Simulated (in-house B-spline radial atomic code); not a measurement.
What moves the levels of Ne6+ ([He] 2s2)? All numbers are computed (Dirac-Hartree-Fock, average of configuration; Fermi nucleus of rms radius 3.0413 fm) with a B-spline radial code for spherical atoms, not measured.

Baseline run (computed): total energy -110.2560 hartree, 1s1/2 at -40.58839 hartree, 2s1/2 at -204.12 eV with <r> = 0.7106 bohr.

Changing the nucleus:

```tsv
nucleus	ΔE (eV)
Fermi nucleus of rms radius 2.9714 fm, A = 18	-5.73e-05
Fermi nucleus of rms radius 2.9695 fm, A = 21	-5.88e-05
Fermi nucleus of rms radius 2.9525 fm, A = 22	-7.25e-05
Fermi nucleus of rms radius 2.9104 fm, A = 23	-0.000106
Fermi nucleus of rms radius 2.9007 fm, A = 24	-0.000114
Fermi nucleus of rms radius 2.9316 fm, A = 25	-8.93e-05
Fermi nucleus of rms radius 2.9251 fm, A = 26	-9.45e-05
Fermi nucleus of rms radius 2.9642 fm, A = 28	-6.31e-05
```

A larger nucleus binds the electrons less, roughly as the density at the nucleus times the change of the nuclear <r²>. The reference is A = 17.
